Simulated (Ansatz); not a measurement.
Basis sets compared for B₄Cl⁺. The state is a singlet with charge 1. Geometry r2SCAN-D4/def2-SVP. Ansatz on 4 threads of Intel Xeon 6975P-C on a shared host; times are rough, and most runs start from earlier orbitals.

```xyz
5

B    -0.3464    0.8478    0.7931
B     0.6898   -1.7442   -0.6195
B     0.3528   -0.8075   -1.7677
B     0.1157   -0.2828   -0.2643
Cl   -0.8119    1.9868    1.8583
```

The restricted singlet is unstable towards broken spin symmetry in Hartree–Fock (as tested in another run); at PBE-D4/def2-SVP, PBE-D4/def2-TZVP, PBE0-D4/def2-SVP, PBE0-D4/def2-TZVP this wasn't settled. The structure comes from a short search, and lower isomers may exist.

```
           level  functions  energy (Eh)  HOMO (eV)  LUMO (eV)  wall time
 PBE-D4/def2-SVP         74    -558.5459     -12.14     -10.33      0.3 s
PBE0-D4/def2-SVP         74    -558.5857     -13.00      -9.31     0.35 s
```

Question: Estimate the rows for PBE-D4/def2-TZVP (with forces), PBE0-D4/def2-TZVP.

Answer: 
```csv
level,functions,energy (Eh),HOMO (eV),LUMO (eV),wall time
PBE-D4/def2-TZVP (with forces),161,-558.8098,-12.10,-10.28,0.65 s
PBE0-D4/def2-TZVP,161,-558.8486,-12.94,-9.25,0.9 s
```
